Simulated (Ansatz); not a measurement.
CH3IMgS, SMILES C[S][Mg][I].

Geometry: B3LYP-D3(BJ)/def2-SVP. The structure was generated by enumeration; whether it is a known compound was not checked. The def2 effective core potentials stand for the cores of I; spin–orbit coupling is left out. The values are those of a single conformer.

Two levels are set side by side: PBE/def2-SVPD (Ansatz, an electronic-structure program) and PBE0/def2-SVPD (Ansatz). Energy differences of separate SCF runs at the same geometry; the states with an electron removed or added have multiplicity 2 and 2. Differences are taken from unrounded values.

```json
[
 {"quantity": "vertical ionisation energy (eV)", "PBE0": "8.78", "PBE": "8.45", "PBE minus PBE0": "-0.33"},
 {"quantity": "vertical electron affinity (eV)", "PBE0": "0.42", "PBE": "0.49", "PBE minus PBE0": "0.07"},
 {"quantity": "vertical singlet–triplet gap (eV)", "PBE0": "3.87", "PBE": "3.52", "PBE minus PBE0": "-0.35"}
]
```
